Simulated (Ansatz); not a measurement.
H3S2, SMILES [SH2+]S, charge +1.

Geometry: B3LYP-D3(BJ)/def2-TZVP. The isomer is the one that the SMILES or the coordinates give; other isomers of the formula were not compared.

Two levels are set side by side: PBE/def2-TZVPD (Ansatz, a first-principles code) and CAM-B3LYP/def2-TZVPD (Ansatz). Energy differences of separate SCF runs at the same geometry; the states with an electron removed or added have multiplicity 2 and 2. Differences are taken from unrounded values.

```tsv
quantity	CAM-B3LYP	PBE	PBE minus CAM-B3LYP
vertical ionisation energy (eV)	16.63	16.59	-0.04
vertical electron affinity (eV)	5.73	5.80	0.07
vertical singlet–triplet gap (eV)	3.64	3.59	-0.05
```

Here PBE gives about what the other level gives.
